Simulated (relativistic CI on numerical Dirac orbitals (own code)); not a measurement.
## What each ingredient does to the levels of Yb29+

Base calculation: Dirac-Coulomb-Breit CI, KLI orbitals optimised for each configuration, QED by a radiative potential, unscaled Slater integrals.

Configuration list (outside the closed core [Ar] 3d10): 4s²4p⁶4d⁵, 4s²4p⁵4d⁶, 4s²4p⁶4d⁴4f, 4s4p⁶4d⁵4f, 4p⁶4d⁷, 4p⁵4d⁸, 4s²4p⁶4d³5s², 4s²4p⁶4d²4f5s², 4s4p⁶4d³4f5s². Double excitations out of closed p, d and f shells are left out; levels of such configurations are missing from the list, as are those of other unlisted configurations, and high levels can miss mixing partners.

Variants: (1) valence Slater integrals scaled by 0.9; (2) configuration mixing switched off. Shifts of the energy above 4s²4p⁶4d⁵ ⁴P5/2, in cm⁻¹, for the lowest level and the first level of each name with at least 55 % of one term (blank where a level changes its place among those of its configuration and J or its character, or is not in the variant):

```
            Level     Base    Δ(1)    Δ(2)
  4s²4p⁶4d⁵ ⁴P5/2        0       0       0
  4s²4p⁶4d⁵ ⁴D1/2   212270   -2449    -336
 4s²4p⁶4d⁵ ²I13/2   216768   -3461    -438
  4s²4p⁶4d⁵ ²G7/2   249259   -6582    -427
  4s²4p⁶4d⁵ ⁴F5/2   251256   -6590    +205
  4s²4p⁶4d⁵ ²G9/2   295143  -10120    +203
 4s²4p⁶4d⁵ ²H11/2   329670   -4557      -3
  4s²4p⁶4d⁵ ²P3/2   346404  -15056    +410
  4s²4p⁶4d⁵ ²P1/2   407760  -14258     +88
4s²4p⁵4d⁶ ⁶F°11/2  1211407  +14538  +11011
 4s²4p⁵4d⁶ ⁶F°9/2  1296805  +15321  +13207
4s²4p⁵4d⁶ ⁴H°13/2  1323765  +11641  +16377
4s²4p⁵4d⁶ ⁴I°15/2  1358449   +8102  +13981
```

At this charge energies of transitions that change n are usually good to better than 1 %, and those within a shell (Δn = 0) to a few per cent. Terms inside the open d or f shell come out 10 to 20 % too wide with unscaled integrals.

Ionisation energy from the two ground configurations alone: base 1113.21 eV; valence Slater integrals scaled by 0.9 1112.98 eV. The NIST ASD value (theoretical) is 1114 eV.

LS names give the leading component of a level, which can be under half, so a name can repeat, a term be missing and a line seem to break the LS rules.
